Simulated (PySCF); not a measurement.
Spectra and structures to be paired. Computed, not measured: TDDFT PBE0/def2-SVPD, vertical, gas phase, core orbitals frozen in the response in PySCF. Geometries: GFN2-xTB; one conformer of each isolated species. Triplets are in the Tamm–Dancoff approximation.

A. `C#C[C@]1(F)[SiH2]C=C1C#N`
B. `NC(=O)CC=O`
C. `c1(ccc(OC)s1)S`
D. `Cc1[nH]cpc1C=O`
E. `C[C@@H](F)C(N)=O`

Lowest singlet levels (six at most, fewer where fewer were computed) with oscillator strengths:

1. 292 nm (f 0.003); 244 nm (f 0.036); 227 nm (f 0.006); 205 nm (f 0.012); 171 nm (f 0.005); 167 nm (f 0.072); T1 3.63 eV
2. 278 nm (f 0.002); 233 nm (f 0.029); 220 nm (f 0.011); 209 nm (f 0.011); 208 nm (f 0.174); 205 nm (f 0.018); T1 3.59 eV
3. 320 nm (f 0.000); 266 nm (f 0.198); 249 nm (f 0.011); 241 nm (f 0.006); 221 nm (f 0.000); 219 nm (f 0.001); T1 3.17 eV
4. 215 nm (f 0.001); 175 nm (f 0.009); 166 nm (f 0.014); 161 nm (f 0.143); 153 nm (f 0.074); 152 nm (f 0.017); T1 5.27 eV
5. 318 nm (f 0.000); 271 nm (f 0.045); 231 nm (f 0.055); 223 nm (f 0.004); 219 nm (f 0.001); 218 nm (f 0.213); T1 3.35 eV

Question: Which spectrum belongs to which structure?

Answer: 1 = B, 2 = A, 3 = C, 4 = E, 5 = D.
- A: S1 at 4.45 eV, HOMO→LUMO (98%); Löwdin shares by element: HOMO carbon 70% or more, silicon 10% (atoms not listed hold the other 20%); LUMO carbon 66% or more, nitrogen 14% (atoms not listed hold the other 20%); HOMO -7.97 and LUMO -2.30 eV.
- B: S1 at 4.25 eV, HOMO-2→LUMO (47%), HOMO→LUMO (33%), HOMO-1→LUMO (18%); Löwdin shares by element: HOMO oxygen 67%, carbon 20% or more; LUMO carbon 50% or more, oxygen 31% or more, hydrogen 6% or more; HOMO -7.70 and LUMO -1.62 eV.
- C: S1 at 3.87 eV, HOMO→LUMO (97%); Löwdin shares by element: HOMO carbon 45% or more, sulfur 25% or more (atoms not listed hold the other 30%); LUMO sulfur 59%, hydrogen 15% or more, carbon 9% or more (atoms not listed hold the other 18%); HOMO -5.66 and LUMO -0.46 eV.
- D: S1 at 3.89 eV, HOMO-1→LUMO (94%); Löwdin shares by element: HOMO carbon 46% or more, phosphorus 25%, nitrogen 10% (atoms not listed hold the other 19%); LUMO carbon 34% or more, oxygen 21%, phosphorus 17% (atoms not listed hold the other 29%); HOMO -6.75 and LUMO -1.36 eV; point group Cs, 1 of its 6 listed states under f = 0.0005.
- E: S1 at 5.76 eV, HOMO→LUMO (91%); S1 has the pattern of n→π* at C=O; HOMO -7.65 and LUMO 0.28 eV.
C and D have S1 within 0.03 eV of each other; their strongest listed levels stand at 4.65 eV (f 0.198) and 5.68 eV (f 0.213).
